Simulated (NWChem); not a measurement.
C3H7Br; SMILES C(Br)(C)C

Results from NWChem. Pople sets run with spherical d functions. STO-3G and 3-21G are far too small for this property and stand as cheap habits. Structure relaxed at the PBE0/def2-SVP level. Field at 589 nm.

```tsv
level	isotropic polarisability (bohr³)	anisotropy (bohr³)
B3LYP/STO-3G	[?]	[?]
B3LYP/6-31G*	49.7	21.4
B3LYP/def2-SVP	50.8	19.8
B3LYP/def2-SVPD	64.0	19.2
```

Task: Fill in the missing entries.

Result: 
- B3LYP/STO-3G, isotropic polarisability (bohr³): 22.5
- B3LYP/STO-3G, anisotropy (bohr³): 15.8
